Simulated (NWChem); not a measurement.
# SiH2S, singlet; SMILES [SiH]S

Low-valent species are run as closed-shell singlets; no triplet was tried in these runs.

Problem. Give the equilibrium geometry at PBE-D3(BJ)/def2-SVP (NWChem) as a list of bonds and angles, with the point group.

Solution. point group Cs; any orientation.
Bond lengths (Å): Si1–H2 1.547, Si1–S3 2.149, S3–H4 1.367. Angles (°): H2–Si1–S3 88.6, Si1–S3–H4 97.5.
